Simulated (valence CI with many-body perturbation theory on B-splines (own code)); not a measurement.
## I³⁸⁺: electric-dipole lines

Calculated by relativistic CI+MBPT: five valence electrons over a frozen Dirac-Fock core [Ne], a basis of 9 s, 9 p, 8 d, 6 f, 3 g, 1 h functions for each j, with the one-electron correlation potential Σ1 (screened to all orders), the two-electron term Σ2, the three-electron term Σ3, Breit, model QED; selected single and double excitations, second order for the rest (own B-spline code, finite nucleus).

No measured spectrum was set against this ion. As an estimate, large intervals hold to a few tenths of a per cent, small ones and those within an open d or f shell to about a per cent. Among the levels kept, up to 530 cm⁻¹ of a level comes from second order outside the variational space, and about a tenth of that is noise between levels of different J, which matters for small intervals.

Lines 51 to 100 of 215 in falling wavelength, among levels below 2841800 cm⁻¹, chosen from the strongest by gf and those to the six lowest levels. Wavelengths and rates use the calculated energies. Electric multipoles are in the length gauge, E1 and E2 with the static RPA response of the core. Weak lines are less certain than strong ones. Lines between different terms over intervals too small for the method are left out, as are lines whose strength nearly cancels. The highest levels of a list are the least certain.

Levels are named by their leading jj configuration (3d3/2^4 stands for four electrons in 3d with j = 3/2), which in mixed levels can hold well under half, so a name can repeat and another be missing. Letters in brackets count levels of one name in rising energy.

| λ vac (Å) | Upper | Lower | A (s⁻¹) | S (a.u.) with core polarisation | S without |
| --- | --- | --- | --- | --- | --- |
| 123.7 | (3s 3p1/2^2 3p3/2 3d3/2) J=1/2 [a] | (3s^2 3p1/2 3p3/2 3d3/2) J=1/2 [a] | 4.64e+09 | 8.67e-03 | 8.85e-03 |
| 123.4 | (3s 3p1/2^2 3p3/2 3d3/2) J=3/2 [a] | (3s^2 3p1/2 3p3/2 3d3/2) J=3/2 [a] | 3.06e+09 | 1.14e-02 | 1.16e-02 |
| 123.2 | (3s 3p1/2^2 3p3/2 3d3/2) J=1/2 [b] | (3s^2 3p1/2 3p3/2 3d3/2) J=1/2 [b] | 3.57e+09 | 6.60e-03 | 6.73e-03 |
| 122.9 | (3s 3p1/2^2 3p3/2 3d3/2) J=1/2 [a] | (3s^2 3p1/2 3p3/2 3d3/2) J=3/2 [a] | 2.17e+09 | 3.98e-03 | 4.06e-03 |
| 122.6 | (3s 3p1/2^2 3p3/2 3d3/2) J=3/2 [a] | (3s^2 3p1/2 3p3/2 3d3/2) J=5/2 [a] | 2.60e+09 | 9.47e-03 | 9.67e-03 |
| 121.6 | (3s 3p1/2^2 3p3/2 3d3/2) J=5/2 [b] | (3s^2 3p1/2 3p3/2 3d3/2) J=5/2 [b] | 1.84e+09 | 9.80e-03 | 1.00e-02 |
| 121.4 | (3s 3p1/2 3p3/2^3) J=3/2 [a] | (3s^2 3p3/2^3) J=3/2 | 5.07e+07 | 1.79e-04 | 1.83e-04 |
| 119.5 | (3s 3p1/2^2 3p3/2 3d3/2) J=7/2 | (3s^2 3p1/2 3p3/2 3d3/2) J=5/2 [a] | 9.01e+08 | 6.07e-03 | 6.20e-03 |
| 119.2 | (3s 3p1/2^2 3p3/2 3d5/2) J=3/2 | (3s^2 3p1/2 3p3/2 3d3/2) J=5/2 [b] | 4.02e+08 | 1.35e-03 | 1.38e-03 |
| 117.5 | (3s 3p1/2^2 3p3/2^2) J=1/2 | (3s^2 3p1/2 3p3/2^2) J=1/2 | 1.02e+10 | 1.63e-02 | 1.66e-02 |
| 116.8 | (3s^2 3p1/2 3p3/2 3d5/2) J=5/2 [b] | (3s^2 3p3/2^3) J=3/2 | 1.15e+09 | 5.44e-03 | 5.56e-03 |
| 116.8 | (3s^2 3p1/2^2 3d5/2) J=5/2 | (3s^2 3p1/2 3p3/2^2) J=5/2 | 1.62e+09 | 7.64e-03 | 7.80e-03 |
| 116.4 | (3s^2 3p1/2 3p3/2 3d5/2) J=1/2 | (3s^2 3p3/2^3) J=3/2 | 1.51e+09 | 2.36e-03 | 2.40e-03 |
| 116.1 | (3s 3p1/2^2 3p3/2^2) J=3/2 | (3s^2 3p1/2 3p3/2^2) J=1/2 | 2.48e+07 | 7.67e-05 | 7.83e-05 |
| 116.1 | (3s 3p1/2^2 3p3/2 3d5/2) J=5/2 | (3s^2 3p1/2 3p3/2 3d5/2) J=5/2 [a] | 4.90e+09 | 2.27e-02 | 2.32e-02 |
| 112.0 | (3s 3p1/2^2 3p3/2 3d5/2) J=3/2 | (3s^2 3p1/2 3p3/2 3d5/2) J=5/2 [a] | 1.03e+10 | 2.86e-02 | 2.92e-02 |
| 111.7 | (3s 3p1/2^2 3p3/2 3d5/2) J=7/2 | (3s^2 3p1/2 3p3/2 3d5/2) J=9/2 | 1.81e+09 | 9.95e-03 | 1.02e-02 |
| 109.7 | (3s^2 3p1/2 3p3/2 3d5/2) J=3/2 [b] | (3s^2 3p3/2^3) J=3/2 | 1.36e+08 | 3.55e-04 | 3.63e-04 |
| 109.4 | (3s 3p1/2^2 3p3/2 3d5/2) J=5/2 | (3s^2 3p1/2 3p3/2 3d5/2) J=3/2 [a] | 6.18e+09 | 2.40e-02 | 2.45e-02 |
| 108.8 | (3s 3p1/2^2 3p3/2 3d3/2) J=3/2 [b] | (3s^2 3p1/2 3p3/2 3d3/2) J=1/2 [a] | 1.21e+09 | 3.07e-03 | 3.13e-03 |
| 108.6 | (3s^2 3p1/2^2 3d5/2) J=5/2 | (3s^2 3p1/2 3p3/2^2) J=3/2 | 2.87e+09 | 1.09e-02 | 1.11e-02 |
| 108.1 | (3s 3p1/2^2 3p3/2 3d3/2) J=3/2 [b] | (3s^2 3p1/2 3p3/2 3d3/2) J=3/2 [a] | 1.00e+09 | 2.50e-03 | 2.55e-03 |
| 107.6 | (3s^2 3p1/2 3p3/2 3d5/2) J=5/2 [c] | (3s^2 3p3/2^3) J=3/2 | 3.94e+09 | 1.45e-02 | 1.48e-02 |
| 107.5 | (3s 3p1/2^2 3p3/2 3d3/2) J=3/2 [b] | (3s^2 3p1/2 3p3/2 3d3/2) J=5/2 [a] | 6.23e+09 | 1.53e-02 | 1.56e-02 |
| 106.3 | (3s 3p1/2^2 3p3/2^2) J=3/2 | (3s^2 3p1/2 3p3/2^2) J=5/2 | 1.08e+10 | 2.57e-02 | 2.62e-02 |
| 105.8 | (3s 3p1/2^2 3p3/2 3d5/2) J=3/2 | (3s^2 3p1/2 3p3/2 3d5/2) J=3/2 [a] | 4.29e+09 | 1.00e-02 | 1.02e-02 |
| 104.0 | (3s 3p1/2^2 3p3/2 3d5/2) J=7/2 | (3s^2 3p1/2 3p3/2 3d5/2) J=7/2 [a] | 1.40e+09 | 6.22e-03 | 6.35e-03 |
| 102.6 | (3s 3p1/2^2 3p3/2 3d3/2) J=5/2 [b] | (3s^2 3p1/2 3p3/2 3d3/2) J=7/2 | 1.22e+10 | 3.89e-02 | 3.97e-02 |
| 100.8 | (3s 3p1/2^2 3p3/2 3d3/2) J=5/2 [a] | (3s 3p1/2^2 3p3/2^2) J=3/2 | 1.86e+09 | 5.65e-03 | 5.77e-03 |
| 100.6 | (3s 3p1/2^2 3p3/2^2) J=1/2 | (3s^2 3p1/2 3p3/2^2) J=3/2 | 3.49e+06 | 3.50e-06 | 3.64e-06 |
| 99.81 | (3s 3p1/2^2 3p3/2 3d3/2) J=3/2 [a] | (3s 3p1/2^2 3p3/2^2) J=3/2 | 1.87e+09 | 3.67e-03 | 3.74e-03 |
| 99.55 | (3s 3p1/2^2 3p3/2^2) J=3/2 | (3s^2 3p1/2 3p3/2^2) J=3/2 | 4.72e+09 | 9.20e-03 | 9.39e-03 |
| 99.43 | (3s 3p1/2^2 3p3/2 3d3/2) J=1/2 [a] | (3s 3p1/2^2 3p3/2^2) J=3/2 | 1.37e+09 | 1.33e-03 | 1.35e-03 |
| 98.81 | (3s 3p1/2^2 3p3/2 3d3/2) J=3/2 [a] | (3s 3p1/2^2 3p3/2^2) J=1/2 | 1.30e+09 | 2.47e-03 | 2.52e-03 |
| 98.48 | (3s 3p1/2 3p3/2^3) J=3/2 [b] | (3s^2 3p3/2^3) J=3/2 | 8.94e+09 | 1.69e-02 | 1.72e-02 |
| 98.45 | (3s 3p1/2^2 3p3/2 3d3/2) J=1/2 [a] | (3s 3p1/2^2 3p3/2^2) J=1/2 | 1.02e+09 | 9.60e-04 | 9.80e-04 |
| 97.10 | (3s 3p1/2^2 3p3/2 3d3/2) J=5/2 [b] | (3s^2 3p1/2 3p3/2 3d3/2) J=3/2 [a] | 1.25e+09 | 3.39e-03 | 3.46e-03 |
| 96.43 | (3s 3p1/2^2 3p3/2 3d5/2) J=7/2 | (3s^2 3p1/2 3p3/2 3d3/2) J=7/2 | 4.10e+08 | 1.45e-03 | 1.48e-03 |
| 96.14 | (3s 3p1/2^2 3p3/2 3d5/2) J=3/2 | (3s^2 3p1/2 3p3/2 3d3/2) J=1/2 [a] | 6.30e+08 | 1.11e-03 | 1.13e-03 |
| 96.10 | (3s 3p1/2 3p3/2^3) J=1/2 | (3s^2 3p3/2^3) J=3/2 | 5.30e+09 | 4.64e-03 | 4.74e-03 |
| 95.65 | (3s 3p1/2^2 3p3/2 3d3/2) J=1/2 [b] | (3s^2 3p1/2 3p3/2 3d3/2) J=1/2 [a] | 1.61e+09 | 1.39e-03 | 1.42e-03 |
| 95.62 | (3s 3p1/2^2 3p3/2 3d5/2) J=3/2 | (3s^2 3p1/2 3p3/2 3d3/2) J=3/2 [a] | 7.32e+08 | 1.26e-03 | 1.29e-03 |
| 95.14 | (3s 3p1/2^2 3p3/2 3d5/2) J=3/2 | (3s^2 3p1/2 3p3/2 3d3/2) J=5/2 [a] | 1.33e+09 | 2.27e-03 | 2.32e-03 |
| 95.13 | (3s 3p1/2^2 3p3/2 3d3/2) J=1/2 [b] | (3s^2 3p1/2 3p3/2 3d3/2) J=3/2 [a] | 1.06e+10 | 8.98e-03 | 9.16e-03 |
| 94.96 | (3s^2 3p1/2 3p3/2 3d3/2) J=3/2 [a] | (3s^2 3p1/2 3p3/2^2) J=1/2 | 1.15e+08 | 1.95e-04 | 1.98e-04 |
| 94.45 | (3s^2 3p1/2 3p3/2 3d3/2) J=1/2 [a] | (3s^2 3p1/2 3p3/2^2) J=1/2 | 4.79e+07 | 3.99e-05 | 4.04e-05 |
| 92.95 | (3s 3p1/2^2 3p3/2 3d3/2) J=5/2 [a] | (3s^2 3p1/2^2 3d5/2) J=5/2 | 2.62e+09 | 6.22e-03 | 6.34e-03 |
| 92.10 | (3s 3p1/2^2 3p3/2 3d3/2) J=3/2 [a] | (3s^2 3p1/2^2 3d5/2) J=5/2 | 2.12e+09 | 3.27e-03 | 3.34e-03 |
| 91.12 | (3s 3p1/2^2 3p3/2 3d5/2) J=7/2 | (3s^2 3p1/2 3p3/2 3d3/2) J=5/2 [a] | 3.47e+08 | 1.03e-03 | 1.06e-03 |
| 90.32 | (3s 3p1/2^2 3p3/2 3d3/2) J=7/2 | (3s^2 3p1/2^2 3d5/2) J=5/2 | 1.30e+09 | 3.78e-03 | 3.87e-03 |
